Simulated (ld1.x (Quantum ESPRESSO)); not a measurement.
**Pseudopotential generation for K (Z = 19): TM, PBEsol, scalar-relativistic.**

ld1.x (Quantum ESPRESSO) 7.5 input, shortened:

```
&input
   title='K', zed=19., rel=1, dft='PBESOL', iswitch=3,
   config='[Ar] 3d0.5 4s0.5 4p0'
 /
 &inputp
   pseudotype=2, tm=.true., lloc=2,
   nlcc=.true., new_core_ps=.true.
 /
3
3S  1  0   2.00   0.00  2.28  2.28  0.0
3P  2  1   6.00   0.00  1.55  1.55  0.0
3D  3  2   0.50   0.00  4.20  4.20  0.0
 &test
   configts(1)='3s2 3p6 3d0.5 4s0.5 4p0'
 /
```

Occupied shells without a wave of their own: 4s. They enter only through the test configuration that unscreens the potential, and ld1.x also counts them in the model core charge.

All-electron outer shells of the reference configuration (PBEsol, scalar-relativistic, ld1.x):

```
shell  level (eV)  outermost node (bohr)  outermost maximum (bohr)
   2s     -353.91                   0.11                      0.32
   2p     -280.95                      –                      0.26
   3s      -36.30                   0.48                      1.08
   3p      -19.83                   0.45                      1.15
   4s       -2.82                   1.58                      4.03
   4p       -1.25                   1.87                      5.79
   3d       -0.39                      –                      8.01
```

Calculated quality:

| Quantity | Value |
| --- | --- |
| Cutoffs needed | 25 Ry and 50 Ry (the cutoffs (Ry, on a coarse ladder) from which the occupation-weighted sum of valence levels, in a spherical-Bessel basis at the reference potential, stays within 10 and 1 mRy of its value at 400 Ry) |
| Ghost test | no extra level below or beside the all-electron valence levels (s, p, d, f tested) (spherical-Bessel basis up to 400 Ry, 20 bohr box) |
| Largest excitation error | +462 meV (all-electron minus pseudo) for 3s2 3p6 3d0 4s0 4p1, out of 7 test configurations |

ld1.x takes every shell without a wave as core, so the model core holds the 4s electrons as well and exchange and correlation see them twice. This cancels in the reference configuration, but the file is broken for other ones, and its errors say nothing about a proper core correction.

Generation and tests took about 2.2 s on one core of a shared server CPU.
